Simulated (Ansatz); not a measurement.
Job for Ansatz (a first-principles code): R-B97M-V/def2-TZVPPD on boric acid (SMILES OB(O)O) with ghost functions. Files ending in .json are basis or fitting sets from the Basis Set Exchange.

Ansatz 0.2 input:
```yaml
crystal:
  periodic: [false, false, false]
  atoms:
    - {symbol: O, position_ang: [-0.00238246, -0.57182165, -1.19766515]}
    - {symbol: B, position_ang: [-0.15521205, -0.19618015, 0.11023842]}
    - {symbol: O, position_ang: [-1.36114706, 0.38326404, 0.47839581]}
    - {symbol: O, position_ang: [0.87793735, -0.41176198, 0.96646611]}
    - {symbol: H, position_ang: [-0.78684169, -0.37711461, -1.71828124]}
    - {symbol: H, position_ang: [-1.39826234, 0.62138552, 1.40847667]}
    - {symbol: H, position_ang: [0.69823798, -0.11936347, 1.88130217]}
basis:
  gaussian:
    orbitals: def2-TZVPPD.json
    ghost_atoms:
      - {symbol: N, position_ang: [0.40224509, 0.43593134, 3.69128034]}
      - {symbol: H, position_ang: [0.30297165, 1.42922344, 3.87080775]}
      - {symbol: H, position_ang: [-0.31100941, -0.04698632, 4.22675583]}
      - {symbol: H, position_ang: [1.30128690, 0.15267045, 4.06764625]}
hamiltonian:
  xc: {name: B97M-V}
scf: {lower_state_search: off}
```

Program output:

```
WARN ansatz: RAYON_NUM_THREADS=1 ignored (pool sized by the plan → 1); use --threads N
Functional definition: B97M-V
these checks for a lower state are left out or cut short: stability, starts, cluster_reference, orbital_swaps, neighbouring_geometries, increment
integrals: 0.23 GiB planned
1227 factors; their error is unknown
mean field: 1.77 GiB planned
mean field evaluation 1: about -6860.9236 eV, gradient 8.4e1 eV
mean field evaluation 2: about -6837.7843 eV, gradient 1.4e2 eV
mean field evaluation 4: about -6872.0647 eV, gradient 6.2e0 eV
mean field evaluation 8: about -6872.1364 eV, gradient 1.2e-1 eV
mean field evaluation 16: about -6872.1279 eV, gradient 9.0e-5 eV
mean field -6872.12785906 eV, -252.5460407248 hartree, gradient 9.1e-6 eV, S^2 0.000000; 0 other end points of the search recorded, 0 dependent functions left out
reference -6872.12793763 eV, -252.5460436124 hartree; 16, 16 occupied and 280, 280 virtual orbitals, 1227 factors
Total energy: -6872.12793763 eV, -252.5460436124 hartree
Checks for a lower state left out: stability, starts, cluster_reference, orbital_swaps, neighbouring_geometries, increment
```

Self-consistency was reached.

Cost: around 10 core-seconds (rough).
